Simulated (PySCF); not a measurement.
Dipole response of I²⁺ (iodine, charge +2)

[Kr] 4d10 5s2 5p3, high-spin 4S determinant. Calculation: PySCF 2.14, in aug-cc-pVTZ-DK3; the spin-free X2C one-electron Hamiltonian (Gaussian nucleus). Coupled (time-dependent) response in atomic units; α is the mean over directions.

| method | mean α (bohr³) | C₆ (like pair) | S(−4) |
| --- | --- | --- | --- |
| UHF | 14.00 | 94.27 | 39.23 |
| PBE | 13.77 | 92.22 | 37.04 |
| PBE0 | 13.72 | 91.86 | 36.66 |
| TPSSh | 13.79 | 93.05 | 36.77 |
| r2SCANh | 13.76 | 94.69 | 35.16 |

S(−4) is the Cauchy moment in α(ω) = α(0) + S(−4) ω² + …

α(iu) at PBE:

```json
{"u (hartree)": "0", "α(iu) (bohr³)": "13.77"}
{"u (hartree)": "0.0500", "α(iu) (bohr³)": "13.68"}
{"u (hartree)": "0.100", "α(iu) (bohr³)": "13.41"}
{"u (hartree)": "0.200", "α(iu) (bohr³)": "12.44"}
{"u (hartree)": "0.300", "α(iu) (bohr³)": "11.13"}
{"u (hartree)": "0.500", "α(iu) (bohr³)": "8.401"}
{"u (hartree)": "0.750", "α(iu) (bohr³)": "5.809"}
{"u (hartree)": "1.00", "α(iu) (bohr³)": "4.157"}
{"u (hartree)": "1.50", "α(iu) (bohr³)": "2.422"}
{"u (hartree)": "2.00", "α(iu) (bohr³)": "1.606"}
{"u (hartree)": "3.00", "α(iu) (bohr³)": "0.8745"}
{"u (hartree)": "5.00", "α(iu) (bohr³)": "0.3821"}
```

For an ion, C₆ is the dispersion term alone; charge-induced terms of lower order in 1/R come first.
